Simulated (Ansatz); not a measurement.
Consider the substitution at a C–Si bond: `C=C(F)O[SiH2]C` + `[OH][Al]([OH])[Br]` → `C[O][Al]([OH])[Br]` + `C=C(F)O[SiH3]`.

Computed with Ansatz on PBE0-D4/def2-TZVP structures; ΔE is electronic, products minus reactants. CCSD(T)/CBS is the MP2 limit (def2-TZVPP, def2-QZVPP) plus CCSD(T) − MP2 in def2-TZVPP, frozen cores. Functionals use def2-TZVPP. For Br outer-core shells are correlated without core-valence functions, which leaves a few kJ/mol of doubt a bond. Scalar relativity is left out up to krypton. Each species was taken in one conformer, which may not be the lowest.

```json
{"level": "r2SCAN-D4", "ΔE (kcal/mol)": "27.0"}
{"level": "PBE0-D4", "ΔE (kcal/mol)": "26.5"}
{"level": "ωB97M-V", "ΔE (kcal/mol)": "26.6"}
{"level": "MP2/def2-TZVPP", "ΔE (kcal/mol)": "27.6"}
{"level": "CCSD/def2-TZVPP", "ΔE (kcal/mol)": "25.6"}
{"level": "MP2/def2-QZVPP", "ΔE (kcal/mol)": "28.1"}
{"level": "HF/CBS(def2)", "ΔE (kcal/mol)": "22.0"}
{"level": "MP2/CBS(def2)", "ΔE (kcal/mol)": "28.5"}
```

Problem. What does CCSD(T)/CBS give? (Best estimate.)

Solution. Ansatz gave: +26.8 kcal/mol. The listed levels differ from it by 0.2, -0.3, -0.2, 0.8, -1.2, 1.3, -4.8, 1.7 kcal/mol.

Largest T1 diagnostic among the species: 0.012.

In def2-TZVPP, CCSD(T) changes the Hartree–Fock value by +3.7 kcal/mol (the triples alone add +0.4 kcal/mol) and MP2 by +5.4 kcal/mol.
